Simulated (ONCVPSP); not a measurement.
What one change does to a pseudopotential (vanadium (V), ONCV)

vanadium, optimised norm-conserving Vanderbilt (ONCV), made with ONCVPSP 4.0.1 (PBE, scalar-relativistic). Core [Ne], reference 3s2 3p6 3d3 4s2. Waves: 3s+4s: rc 1.65 bohr, ncon 5, nbas 8, qcut 9.2 1/bohr, 2 projectors; 3p: rc 1.00 bohr, ncon 4, nbas 9, qcut 7.8 1/bohr, 1 projector; 3d: rc 2.30 bohr, ncon 4, nbas 9, qcut 8.1 1/bohr, 2 projectors, debl 3 Ha. Local part: polynomial inside 0.75 bohr (lpopt 5, dvloc0 2 Ha). Core correction: Teter function fitted to the true core (icmod 2), fcfact 0.4.

Change: s: nbas 10.

Cutoffs: the cutoffs (Ha) at which the residual kinetic energy of the hardest occupied pseudo-wave falls to 1 and 0.1 mHa per electron; they do not see the model core or the augmentation charge, which bear on the density cutoff. Errors are all-electron minus pseudo energies relative to the spin-unpolarised reference configuration.

Predict the effect on cutoff, ghosts and configuration errors.

The potential gets neither clearly harder nor softer (27 Ha and 189 Ha → 26 Ha and 189 Ha); of the 4 tests that both files solve, the error grows in 1 and shrinks in 0 by more than 15 % and 0.3 meV (median size 65.3 → 65.3 meV); neither file shows a bound ghost.

| quantity | base | changed |
| --- | --- | --- |
| cutoff, loose | 27 Ha | 26 Ha |
| cutoff, tight | 189 Ha | 189 Ha |
| loose cutoff by channel | s 27 Ha, p 23 Ha, d 22 Ha | s 26 Ha, p 23 Ha, d 22 Ha |
| bound ghosts | none | none |
| GHOST(+) flags under 300 eV | s at 294.7 eV | none |
| error for 3s2 3p6 3d3 4s1, meV [ΔE 7.74 eV] | +0.5 | +0.5 |
| error for 3s2 3p6 3d3 4s0, meV [ΔE 22.03 eV] | -0.8 | -1.1 |
| error for 3s2 3p6 3d2 4s0, meV [ΔE 50.93 eV] | +130 | +130 |
| error for 3s2 3p5 3d3 4s2, meV [ΔE 50.95 eV] | -192 | -191 |
| s: phases at 1.68 bohr within 0.05 rad from the reference energy up to (Ha; the scan ends near 5) | to the end of the scan | to the end of the scan |
| p: phases at 1.01 bohr within 0.05 rad from the reference energy up to (Ha; the scan ends near 5) | 4.9 | 4.9 |
| d: phases at 2.33 bohr within 0.05 rad from the reference energy up to (Ha; the scan ends near 5) | 4.7 | 4.7 |
| rms error of d²Exc/dni dnj with the model core, mHa | 0.98 | 1.04 |
